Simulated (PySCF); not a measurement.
Gallium: a sound run and one with changed settings

Sound run: Ga⁺ [Ar] 3d10 4s2, Ga²⁺ [Ar] 3d10 4s1. Computed with PySCF 2.14 in cc-pVTZ-DK, with the spin-free X2C one-electron Hamiltonian (Gaussian nucleus). In the sound run the correlated levels freeze [Ar] 3d10. The sound run starts from symmetry-adapted Hartree-Fock orbitals and uses a fine grid where one is needed.

Changed run: the non-relativistic Hamiltonian (point nucleus). This setting is unsound on purpose.

```tsv
species	method	sound run (hartree)	changed run (hartree)	converged
Ga⁺	UHF	-1941.97146	-1912.00513	yes
Ga⁺	BP86	-1943.90440	-1913.94060	yes
Ga⁺	M06-2X	-1943.66655	-1913.70277	yes
Ga⁺	MP2	-1941.99728	-1912.03110	yes
Ga⁺	CCSD(T)	-1942.00790	-1912.04224	yes
Ga²⁺	UHF	-1941.28160	-1911.33310	yes
Ga²⁺	BP86	-1943.13467	-1913.19116	yes
Ga²⁺	M06-2X	-1942.91495	-1912.97015	yes
```

Ionisation energy of Ga⁺:

```csv
method,sound run (eV),changed run (eV)
UHF,18.772,18.287
BP86,20.945,20.393
M06-2X,20.452,19.936
MP2,19.475,18.994
SCS-MP2,19.615,19.135
CCSD,19.764,19.297
CCSD(T),19.764,19.297
CCSDT,19.764,19.297
FCI,19.764,19.297
```

Most of the change in total energy is the relativistic energy itself. On top of that the contraction fixes the core shape for the Hamiltonian it was made with, so the changed run is not a good calculation with the other Hamiltonian either.

For comparison, NIST gives 20.515 eV between the lowest levels.
